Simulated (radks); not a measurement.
All-electron atom: the antimony ion Sb42+ in [He] 2s2 2p5.

All-electron calculation, scalar-relativistic Kohn-Sham, SCAN, spin-polarised, spherical densities, finite nucleus; open shells are filled with parallel spins first (spin-orbit coupling, left out, can overturn this in heavy ions); meta-GGA in the generalised Kohn-Sham scheme; Fermi nuclear charge, rms radius 4.6802 fm. Program: a radial shooting solver on a logarithmic mesh with Libxc functionals.

Energy parts (hartree):
total: -4670.62393
kinetic: 4943.75547
electron-nucleus: -9967.71819
Hartree: 433.35712
exchange-correlation: -80.01833

Orbitals (lengths in bohr, moments of r in powers of bohr; <r^-3> diverges for s and p1/2; r(max) is where P^2 peaks):
| orbital | occ. | eigenvalue (hartree) | r(max) | <r^2> | <r^-3> |
|---|---|---|---|---|---|
| 1s up | 1 | -1226.061 | 0.01834 | 0.001091 | - |
| 1s down | 1 | -1225.582 | 0.01834 | 0.001090 | - |
| 2s up | 1 | -270.9708 | 0.1021 | 0.01670 | - |
| 2s down | 1 | -270.2715 | 0.1022 | 0.01674 | - |
| 2p up | 3 | -255.2118 | 0.08149 | 0.01302 | 5353 |
| 2p down | 2 | -254.3363 | 0.08159 | 0.01306 | 5341 |

The highest occupied level is 2p down at -6920.8 eV. Summed over all electrons, <r^2> = 0.1008 bohr^2, which gives a Langevin (diamagnetic) susceptibility term of -0.0798 x 10^-6 cm^3/mol. The spin density at the nucleus is -9.37 e/bohr^3 (1s -51.56, 2s 42.19). Spin moment in Bohr magnetons: 1. For comparison, the ionisation energy in NIST's Atomic Spectra Database is 6929 eV (theoretical). In exact Kohn-Sham theory the highest level is minus the ionisation energy, but local and semilocal functionals leave it too shallow, through self-interaction and a potential that decays too fast; potentials with the right tail come closer.
